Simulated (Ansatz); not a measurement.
`[SnH3][GeH]1[CH2][O]1` + HCl → `[Cl][GeH]1[CH2][O]1` + `[SnH4]` at 500 K and 1 bar (cleavage of the Ge–Sn bond).

Program: Ansatz. Geometries: PBE0-D4/def2-TZVP. ΔE: electronic, gas phase. CCSD(T)/CBS adds triple-zeta CCSD(T) − MP2 to the extrapolated MP2 energy (def2 sets, frozen cores). This one scheme is used for every species. def2 core potentials past Kr. For Ge, Sn outer-core shells are correlated without core-valence functions, which leaves a few kJ/mol of doubt a bond. Scalar relativity is left out up to krypton.

| species | CCSD(T)/CBS energy (Eh) | H − E (kJ/mol) | S (J/(mol·K)) |
| --- | --- | --- | --- |
| `[SnH3][GeH]1[CH2][O]1` | -2406.91941 | 201.5 | 438.4 |
| HCl | -460.38127 | 32.5 | 201.9 |
| `[Cl][GeH]1[CH2][O]1` | -2650.91159 | 137.5 | 360.2 |
| `[SnH4]` | -216.39156 | 91.5 | 258.6 |

H − E and S are ideal-gas, rigid-rotor, harmonic terms from PBE0-D4/def2-TZVP, for one conformer and one mirror image of each species. 1 Eh = 2625.50 kJ/mol, R = 8.31446 J/(mol·K).

Problem. By hand: ΔE, ΔH, ΔS and ΔG.

Solution. ΔE = (-2650.91159) + (-216.39156) − (-2406.91941) − (-460.38127) = -0.00247 Eh = -6.5 kJ/mol. Δ(H − E) = 137.5 + 91.5 − 201.5 − 32.5 = -5.0, so ΔH = -11.5 kJ/mol. ΔS = 360.2 + 258.6 − 438.4 − 201.9 = -21.5 J/(mol·K). ΔG = -11.5 − 500 × (-21.5)/1000 = -0.8 kJ/mol.

Problem. By hand: the equilibrium constant, and the temperature at which ΔG would vanish if ΔH and ΔS stayed fixed.

Solution. log₁₀ K = −ΔG/(RT ln 10) = 0.1. ΔG = 0 at ΔH/ΔS = 535 K.

TΔS isn't small against ΔH here. The sign of ΔG lies within the doubt. A doubt of 5 kJ/mol in ΔE shifts log₁₀ K by 0.5 here. Other conformers and mirror images would add mixing entropy, several J/(mol·K) or more a flexible species. Modes under 60 cm⁻¹, often nearly free rotors, make the harmonic entropy too high. These are equilibria of isolated gas molecules and say nothing of rates. Largest T1 diagnostic: 0.015 (customary marks: 0.02 for closed shells, 0.045 for open ones).
